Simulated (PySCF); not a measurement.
From one molecule to another.

First species: C₅H₁₃BO₂.
Cartesian coordinates in Å at the PBE0-D3(BJ)/def2-SVP level; atoms count from 1:
```xyz
21
C5H13BO2 angstrom
C      2.2704   -1.5984   -0.5480
O      0.9664   -1.3553   -0.0897
B      0.4808   -0.0930    0.0502
O      1.3300    0.9302   -0.2566
C      1.0216    2.2915   -0.1977
C     -1.0331    0.0739    0.4940
C     -1.9017    0.2310   -0.7612
C     -1.5122   -1.0925    1.3540
H      2.5181   -0.9846   -1.4287
H      2.3488   -2.6616   -0.8171
H      3.0166   -1.3797    0.2341
H      1.2231    2.7584   -1.1750
H      1.6583    2.7873    0.5530
H     -0.0317    2.4815    0.0644
H     -1.1319    1.0024    1.0861
H     -1.6093    1.1042   -1.3669
H     -2.9667    0.3511   -0.5002
H     -1.8208   -0.6581   -1.4075
H     -0.9287   -1.1820    2.2834
H     -2.5729   -0.9767    1.6328
H     -1.4060   -2.0458    0.8139
```

Second species: CH8AlAs.
Atom-mapped SMILES: `[CH3:1][AlH2-:2][AsH3+:3]` (hydrogens: H4, H5, H6 on C1; H7, H8 on Al2; H9, H10, H11 on As3)

Geometry (PBE0-D3(BJ)/def2-SVP, Å), atoms numbered from 1 in this order:
```
atom  x, y, z in Å
C1    -1.8231    0.3282    0.1784
Al2   -0.4866   -0.9857   -0.4395
As3    1.7541    0.3121    0.0918
H4    -2.8370   -0.0961    0.0712
H5    -1.8085    1.2634   -0.4050
H6    -1.7044    0.5887    1.2434
H7    -0.1866   -1.1340   -2.0092
H8    -0.1264   -2.2399    0.4956
H9     2.0486    0.7730    1.5016
H10    3.0607   -0.4083   -0.1442
H11    2.1147    1.6013   -0.6100
```

Levels: CAM-B3LYP/def2-SVPD for dipole moment, HOMO energy, LUMO energy, HOMO–LUMO gap, static isotropic polarisability and electronic spatial extent ⟨r²⟩ about the centre of nuclear charge; TDDFT CAM-B3LYP/def2-SVPD for lowest singlet excitation; TDA CAM-B3LYP/def2-SVPD for lowest triplet excitation (Tamm–Dancoff); ΔSCF CAM-B3LYP/def2-SVPD for vertical ionisation energy; PBE0-D3(BJ)/def2-SVP for rotational constant A and rotational constant C. Geometries: PBE0-D3(BJ)/def2-SVP. All species are isolated and taken at one optimised geometry, non-relativistic unless stated. Electronic properties by PySCF.

The conformers computed, where there is a choice (atom-mapped SMILES and torsion angles):
- `[CH3:1][O:2][B:3]([O:4][CH3:5])[CH:6]([CH3:7])[CH3:8]`: C1–O2–B3–O4 -1°, O2–B3–O4–C5 179°, O2–B3–C6–C7 -94°

Q: Which has the higher HOMO energy?

A: The second: -8.91 eV against -9.44 eV, a difference of 0.53 eV.

Q: Which has the higher LUMO energy?

A: The first: 0.99 eV against 0.40 eV, a difference of 0.59 eV.

Q: Which of the two has the higher dipole moment, and by how much?

A: The second: 3.63 D against 1.51 D, a difference of 2.12 D.

Q: Which has the higher vertical ionisation energy?

A: The first: 10.15 eV against 9.72 eV, a difference of 0.43 eV.

Q: Which has the higher rotational constant A?

A: The second: 10.436 GHz against 2.122 GHz, a difference of 8.314 GHz.

Q: Which has the higher T1 energy?

A: The first: 7.31 eV against 6.08 eV, a difference of 1.23 eV.

Q: Which has the higher rotational constant C?

A: The second: 1.769 GHz against 1.113 GHz, a difference of 0.656 GHz.

Q: Which of the two has the higher S1 energy, and by how much?

A: The first: 7.68 eV against 6.51 eV, a difference of 1.17 eV.

On the first: S1 lies 2.75 eV below the HOMO–LUMO gap; its leading configuration is HOMO→LUMO, weight 0.54, beside HOMO−1→LUMO, weight 0.33. No computed singlet falls in the visible range (750 to 380 nm, 1.65 to 3.26 eV); S1 lies 4.42 eV above its blue end.

On the second: The vertical singlet–triplet gap S1 − T1 is 0.43 eV (TDDFT singlet less Tamm–Dancoff triplet; S1: HOMO−1→LUMO, weight 0.48, beside HOMO−1→LUMO+1, weight 0.36; T1: HOMO−1→LUMO, weight 0.40, beside HOMO−1→LUMO+1, weight 0.28). The principal polarisabilities are 70.6, 76.4 and 92.1 au; their mean is the isotropic value. Relativistic effects, spin–orbit coupling among them, are left out although an element past zinc is present.
